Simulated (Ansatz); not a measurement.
Geometry optimisation, RKS PBE0/6-31G* in Ansatz.

Input file:

```yaml
crystal:
  periodic: [false, false, false]
  atoms:
    - { symbol: C, position_ang: [0.9062, -2.138, -0.4706] }
    - { symbol: "N", position_ang: [1.1744, -0.7542, -0.9374] }
    - { symbol: Si, position_ang: [0.1031, 0.581, -0.9404] }
    - { symbol: "N", position_ang: [1.2758, 1.655, -1.6996] }
    - { symbol: Si, position_ang: [-0.6151, 1.2644, 1.1342] }
    - { symbol: C, position_ang: [-1.7676, 0.0112, 1.8334] }
    - { symbol: H, position_ang: [0.0011, -2.4884, -0.99] }
    - { symbol: H, position_ang: [1.7316, -2.7481, -0.7113] }
    - { symbol: H, position_ang: [0.6873, -2.1059, 0.6405] }
    - { symbol: H, position_ang: [2.0616, -0.4553, -0.496] }
    - { symbol: H, position_ang: [0.77301, -0.7318, -1.89656] }
    - { symbol: H, position_ang: [0.6976, 2.4244, -2.0841] }
    - { symbol: H, position_ang: [1.5489, 1.1659, -2.5019] }
    - { symbol: H, position_ang: [0.501, 1.4714, 2.1054] }
    - { symbol: H, position_ang: [-1.3337, 2.5576, 1.0358] }
    - { symbol: H, position_ang: [-2.1473, 0.3373, 2.8299] }
    - { symbol: H, position_ang: [-2.6148, -0.1347, 1.1745] }
    - { symbol: H, position_ang: [-1.276, -0.9498, 1.9831] }
basis:
  gaussian: { orbitals: "6-31G*" }
hamiltonian:
  xc: pbe0
relax:
  f_tol: 0.02
  max_steps: 50
output:
  orbitals: {}
```

Run as:

```bash
$ ansatz run input.yaml --threads 2 --pin off --max-ram 3072MiB --backend cpu --events-out ev --progress --plain --runs-dir out
```

Question: Where does it end, and by what steps?

Answer: It converged. The force dipped under the threshold on the way, but the program's further checks kept it going. After 21 steps the energy has fallen by 2.803 eV; H13 moved furthest, 1.23 Å. Parted: Si3–H11.

| step | energy less start (eV) | largest force component (eV/Å) | accepted |
| --- | --- | --- | --- |
| 0 | 0.0000 | 5.652 | yes |
| 1 | -1.1407 | 3.211 | yes |
| 2 | -1.8690 | 1.622 | yes |
| 3 | -2.1931 | 0.813 | yes |
| 4 | -2.3970 | 1.233 | yes |
| 5 | -2.4979 | 1.329 | yes |
| 6 | -2.5902 | 1.167 | yes |
| 7 | -2.7057 | 0.551 | yes |
| 8 | -2.7499 | 0.954 | yes |
| 9 | -2.7262 | 0.726 | no |
| 10 | -2.7823 | 0.478 | yes |
| 11 | -2.7930 | 0.062 | yes |
| 12 | -2.7964 | 0.034 | yes |
| 13 | -2.7974 | 0.090 | yes |
| 14 | -2.7990 | 0.060 | yes |
| 15 | -2.7997 | 0.063 | yes |
| 16 | -2.8007 | 0.053 | yes |
| 17 | -2.8013 | 0.090 | yes |
| 18 | -2.8018 | 0.073 | yes |
| 19 | -2.8022 | 0.029 | yes |
| 20 | -2.8025 | 0.018 | yes |
| 21 | -2.8026 | 0.014 | yes |

```xyz
18
Properties=species:S:1:pos:R:3
C 0.891 -2.175 -0.380
N 1.281 -0.851 -0.880
Si -0.300 0.407 -1.420
N 0.818 1.686 -1.933
Si -0.549 1.064 0.878
C -1.838 0.084 1.871
H 0.194 -2.620 -1.094
H 1.752 -2.837 -0.238
H 0.372 -2.052 0.573
H 1.888 -0.372 -0.215
H 1.810 -0.926 -1.747
H 1.132 2.449 -1.346
H 0.737 2.000 -2.891
H 0.762 0.950 1.634
H -0.909 2.518 0.983
H -1.918 0.450 2.900
H -2.824 0.171 1.402
H -1.590 -0.983 1.912
```

Whether the end is a true minimum wasn't checked by a vibrational analysis.

Run time: 65 s on 2 threads of Intel(R) Xeon(R) 6975P-C (Granite Rapids), on a shared host, peak memory 0.34 GiB.
